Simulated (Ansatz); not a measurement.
Species: C₆H₁₄B₂, SMILES `B[C@@H]1CCCC[C@H]1B` (charge 0, multiplicity 1).

Give a relaxed geometry from Ansatz (a first-principles code) with B3LYP-D3(BJ)/def2-SVP.

Several could match; the one computed here: the end point of this relaxation, one of several conformers (outside a Z-matrix the atoms follow the SMILES, hydrogens last).
Z-matrix (Å, degrees):
```
C
H 1 1.1214
C 1 1.5400 2 107.94
H 3 1.1017 1 110.57 2 -61.25
H 3 1.1065 4 106.77 1 -119.23
C 3 1.5332 4 110.25 5 -118.23
H 6 1.1025 3 110.50 4 58.91
H 6 1.1065 7 106.35 3 117.83
C 6 1.5328 7 110.32 8 118.11
H 9 1.1025 6 110.32 7 -59.51
H 9 1.1065 10 106.34 6 -118.12
C 9 1.5332 10 110.49 11 -117.83
H 12 1.1017 9 110.25 10 58.91
H 12 1.1065 13 106.78 9 118.23
C 12 1.5400 13 110.57 14 119.23
H 15 1.1214 12 107.94 13 -61.26
B 15 1.5575 16 96.28 12 -120.03
H 17 1.2099 15 120.67 16 85.60
H 17 1.2101 18 118.46 15 174.13
B 1 1.5575 2 96.28 3 -120.03
H 20 1.2099 1 120.68 2 85.60
H 20 1.2101 21 118.46 1 174.13
```
